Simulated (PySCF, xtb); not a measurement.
ZnI, SMILES [I][Zn+], charge +1.

GFN2-xTB run with xtb at its own geometry gives an orbital gap of 1.75 eV.

Coordinates come from a B3LYP-D3(BJ)/def2-TZVP optimisation. The multiplicity is an assumed one; other spin states were not compared. The def2 effective core potentials stand for the cores of I; spin–orbit coupling is left out.

What does PySCF with ωB97X/def2-TZVPD give? (An estimate is asked for; the answer gives what the named calculation found.)

gap 7.06 eV (levels -15.37 and -8.31 eV).
